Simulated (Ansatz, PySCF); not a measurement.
Species: trichloro(hydroxy)silane, sum formula HSiOCl3 (charge 0, singlet). SMILES: O[Si](Cl)(Cl)Cl
Coordinates optimised at B3LYP-D3(BJ)/def2-TZVP (Ansatz, a first-principles code):
```
Si
O 1 1.6207
H 2 0.9619 1 118.91
Cl 1 2.0271 2 106.66 3 180.00
Cl 1 2.0423 2 111.21 3 60.11
Cl 1 2.0423 2 111.21 3 -60.11
```
Charge 0, spin multiplicity 1.

Quantity: atomisation energy (electronic, to ground-state atoms), in kJ/mol. Valence correlation only, unless marked. Open shells are spin-unrestricted. Spin-orbit coupling is left out. No relativistic terms. The coupled-cluster limit lacks core correlation, which all-electron functionals hold. CBS(X,Y): correlation extrapolated as X^-3; Hartree-Fock from the larger set.

```
level                      program  atomisation energy (kJ/mol)
------------------  --------------  ---------------------------
HF/6-31G*                   Ansatz                       1448.2
HF-D4/def2-TZVPD     PySCF + dftd4                       1615.8
BLYP-D4/def2-TZVPD  Ansatz + dftd4                       2100.9
revPBE/def2-TZVPD           Ansatz                       2057.2
```

Q: Predict the CCSD(T)/CBS(cc-pV(T+d)Z,cc-pV(Q+d)Z) result (Ansatz).

A: 2172.3 kJ/mol, so revPBE/def2-TZVPD differs from it by -115.1 kJ/mol.
